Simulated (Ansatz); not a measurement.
A CCSD(T) single point on `CCB(N)O`.

```yaml
crystal:
  periodic: [false, false, false]
  atoms:
    - {symbol: C, position_ang: [-0.865437, 1.589279, -0.150111]}
    - {symbol: C, position_ang: [-0.188878, 0.513325, 0.695949]}
    - {symbol: B, position_ang: [0.509424, -0.623373, -0.146713]}
    - {symbol: N, position_ang: [0.398160, -1.980306, 0.221806]}
    - {symbol: O, position_ang: [1.243272, -0.232335, -1.243572]}
    - {symbol: H, position_ang: [-1.279904, 2.390664, 0.466910]}
    - {symbol: H, position_ang: [-0.157408, 2.035662, -0.850977]}
    - {symbol: H, position_ang: [-1.685355, 1.172086, -0.741228]}
    - {symbol: H, position_ang: [-0.906118, 0.083972, 1.404226]}
    - {symbol: H, position_ang: [0.588177, 0.982097, 1.314786]}
    - {symbol: H, position_ang: [0.848942, -2.743450, -0.252728]}
    - {symbol: H, position_ang: [-0.141944, -2.268817, 1.017257]}
    - {symbol: H, position_ang: [1.657467, -0.953600, -1.720803]}
basis:
  gaussian: {orbitals: def2-SVP}
correlation: {method: ccsd_t}
```

```sh
$ ansatz run in.yaml --threads 4 --pin off --events-out ev --progress --plain
```

The program prints (abridged):

```
Functional definition: HF
1119 factors; integrals over basis functions are off by at most 1.2e-3 eV
mean field evaluation 1: about -6371.8585 eV, gradient 4.4e1 eV
mean field evaluation 2: about -6371.9681 eV, gradient 4.4e1 eV
mean field evaluation 4: about -6376.3643 eV, gradient 3.6e0 eV
mean field evaluation 8: about -6376.4110 eV, gradient 1.6e-4 eV
mean field -6376.41102018 eV, -234.3287829050 hartree, gradient 9.4e-6 eV, S^2 0.000000; 0 other end points of the search recorded, 0 dependent functions left out
5 core orbitals not correlated: weight in the atoms' cores, before any rotation towards them, 1.000 or more for the frozen orbitals, at most 0.000 for the correlated occupied ones
reference -6376.41102018 eV, -234.3287829050 hartree; 15, 15 occupied and 90, 90 virtual orbitals, 1119 factors
second order -19.85125499 eV of doubles, -0.00000000 eV of singles
cycle   1  -20.67421427 eV  change   -8.2e-1 eV  update   9.0e-2
cycle   2  -21.14174977 eV  change   -4.7e-1 eV  update   2.6e-2
cycle   3  -21.24562523 eV  change   -1.0e-1 eV  update   1.3e-2
cycle   4  -21.24309403 eV  change    2.5e-3 eV  update   3.2e-3
cycle   5  -21.24223464 eV  change    8.6e-4 eV  update   1.2e-3
cycle   6  -21.24223588 eV  change   -1.2e-6 eV  update   3.7e-4
cycle   7  -21.24202464 eV  change    2.1e-4 eV  update   1.0e-4
cycle   8  -21.24198651 eV  change    3.8e-5 eV  update   3.4e-5
cycle   9  -21.24198406 eV  change    2.5e-6 eV  update   1.2e-5
perturbative correction -0.56054755 eV, -0.0205997426 hartree
Total energy: -6398.21355179 eV, -235.1300111634 hartree
```

Run time 3.2 s (4 threads of a server CPU on a shared host); peak host memory 0.6 GiB.

MP2 recovers 91.1 % of the CCSD(T) correlation energy and the triples give 2.6 %; T1 = 0.0108.
